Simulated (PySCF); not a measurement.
FH2O3Ta, SMILES [O]=[Ta]([OH])([OH])[F], multiplicity 1.

Geometry optimised at B3LYP-D3(BJ)/def2-SVP. The spin state was assumed, not searched. The structure was generated by enumeration; whether it is a known compound was not checked. The def2 effective core potentials stand for the cores of Ta; spin–orbit coupling is left out. Other conformers were not sampled.

Two levels are set side by side: PBE/def2-TZVP (PySCF) and HF/def2-TZVP (PySCF). Same geometry, gas phase. Differences are taken from unrounded values.

```
quantity                         HF    PBE  PBE minus HF
---------------------------  ------  -----  ------------
orbital gap (eV)              15.10   6.34         -8.77
highest occupied level (eV)  -13.29  -7.86          5.43
lowest empty level (eV)        1.81  -1.53         -3.34
dipole moment (D)              2.69   2.40         -0.29
mean polarisability (bohr³)    38.2   46.7           8.6
```

Without exact exchange PBE keeps part of each electron's self-repulsion, which lifts occupied levels and narrows the gap. PBE's more diffuse valence density responds more strongly to a field. Differences between two approximate levels are no errors against the true value.

Rough cost on one machine, each run with all the roots and properties that it gave: HF against PBE about 1/2.
